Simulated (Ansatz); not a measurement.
Geometry optimisation, RHF/def2-SVP in Ansatz 0.2.0.

input.yaml

```yaml
crystal:
  periodic: [false, false, false]
  atoms:
    - { symbol: Al, position_ang: [0.105711, -0.504693, -0.556901] }
    - { symbol: "N", position_ang: [0.06668, -0.081525, 2.513138] }
    - { symbol: H, position_ang: [-0.728729, -0.042081, 3.124261] }
    - { symbol: H, position_ang: [0.867472, 0.262956, 3.011342] }
    - { symbol: Cl, position_ang: [1.893857, 0.468807, -1.080447] }
    - { symbol: H, position_ang: [-1.268418, 0.021959, -1.08366] }
    - { symbol: O, position_ang: [0.258787, -2.036982, 0.261274] }
    - { symbol: H, position_ang: [-0.330366, -2.767679, 0.220225] }
    - { symbol: H, position_ang: [0.238506, -1.063962, 2.255069] }
basis:
  gaussian: { orbitals: def2-SVP }
hamiltonian:
  xc: hf
relax:
  f_tol: 0.03
  max_steps: 50
output:
  orbitals: {}
```

Run as:

```bash
$ ansatz run input.yaml --threads 1 --pin off --max-ram 2048MiB --backend cpu --events-out ev --progress --plain --runs-dir out
```

**Question.** Where does it end, and by what steps?

**Answer.** The forces met the threshold. After 16 steps the energy has fallen by 1.139 eV; H6 moved furthest, 0.76 Å. Joined: Al1–N2 (3.10 → 2.04 Å).

```tsv
step	energy less start (eV)	largest force component (eV/Å)	accepted
0	0.0000	1.104	yes
1	-0.2206	1.020	yes
2	-0.5242	1.420	yes
3	-0.8765	1.353	yes
4	-0.9911	1.280	yes
5	-1.0317	0.797	yes
6	-1.1057	0.230	yes
7	-1.1196	0.146	yes
8	-1.1282	0.181	yes
9	-1.1293	0.544	yes
10	-1.0748	1.711	no
11	-1.1375	0.054	yes
12	-1.1240	0.899	no
13	-1.1381	0.049	yes
14	-1.1383	0.082	yes
15	-1.1385	0.049	yes
16	-1.1386	0.005	yes
```

```xyz
9
Properties=species:S:1:pos:R:3
Al -0.030 -0.548 0.118
N 0.118 -0.167 2.116
H -0.672 0.323 2.507
H 0.953 0.357 2.327
Cl 1.795 0.369 -0.583
H -1.359 0.171 -0.345
O 0.010 -2.253 0.307
H 0.100 -2.924 -0.345
H 0.188 -1.070 2.563
```

Whether the end is a true minimum wasn't checked by a vibrational analysis.

Run time: 30 s on 1 thread of Arm Neoverse V2, on a shared host, peak memory 0.15 GiB.
